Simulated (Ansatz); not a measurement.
`CCN[SiH2]Cl`, relaxed with RKS PBE0-D4/def2-TZVP in Ansatz 0.2.0 from a GFN2-xTB geometry. The force threshold is 0.005 eV/Å; the program also tests the step.

Total charge 0; spin multiplicity 1.

Start:

```xyz
13

C    -0.870   -1.007    1.147
C     0.519   -0.484    0.788
N     0.484    0.757    0.051
Si    0.313    0.849   -1.649
Cl    0.418    2.817   -2.071
H    -1.451   -1.174    0.244
H    -1.397   -0.288    1.770
H    -0.789   -1.944    1.692
H     1.101   -0.334    1.704
H     1.038   -1.220    0.172
H     0.135    1.520    0.613
H     1.448    0.147   -2.241
H    -0.949    0.362   -2.220
```

| step | energy (eV) | largest force (eV/Å) | largest move (Å) |
| --- | --- | --- | --- |
| 1 | -24087.1639 | 0.778 | 0.000 |
| 2 | -24087.2100 | 0.223 | 0.093 |
| 3 | -24087.2155 | 0.102 | 0.024 |
| 4 | -24087.2159 | 0.249 | 0.047 |
| 5 | -24087.2195 | 0.114 | 0.029 |
| 6 | -24087.2232 | 0.069 | 0.058 |
| 7 | -24087.2283 | 0.168 | 0.195 |
| 8 | -24087.2321 | 0.123 | 0.059 |
| 9 | -24087.2394 | 0.188 | 0.197 |
| 10 | -24087.2438 | 0.286 | 0.137 |
| 11 | -24087.2512 | 0.234 | 0.106 |
| 12 | -24087.2664 | 0.312 | 0.196 |
| 13 | -24087.2811 | 0.396 | 0.195 |
| 14 | -24087.2945 | 0.554 | 0.166 |
| 15 | -24087.3311 | 0.118 | 0.200 |
| 16 | -24087.3421 | 0.131 | 0.192 |
| 17 | -24087.3458 | 0.089 | 0.079 |
| 18 | -24087.3467 | 0.085 | 0.043 |
| 19 | -24087.3472 | 0.066 | 0.039 |
| 20 | -24087.3481 | 0.029 | 0.027 |
| 21 | -24087.3483 | 0.011 | 0.013 |
| 22 | -24087.3483 | 0.010 | 0.011 |
| 23 | -24087.3484 | 0.009 | 0.011 |
| 24 | -24087.3484 | 0.005 | 0.003 |
| 25 | -24087.3484 | 0.003 | 0.001 |

End:

```xyz
13

C    -0.613   -1.218    1.436
C     0.357   -0.352    0.657
N    -0.330    0.556   -0.245
Si    0.270    1.035   -1.758
Cl    1.918    2.293   -1.685
H    -1.232   -1.810    0.759
H    -1.278   -0.603    2.050
H    -0.078   -1.896    2.104
H     1.009    0.194    1.352
H     1.015   -0.986    0.055
H    -0.981    1.170    0.224
H     0.737   -0.165   -2.487
H    -0.793    1.783   -2.463
```

Hardware: 2 threads of an AMD EPYC 7R13 on a shared host and a share of an NVIDIA H100 80 GB. Wall time 65 s, peak host memory 0.86 GiB.
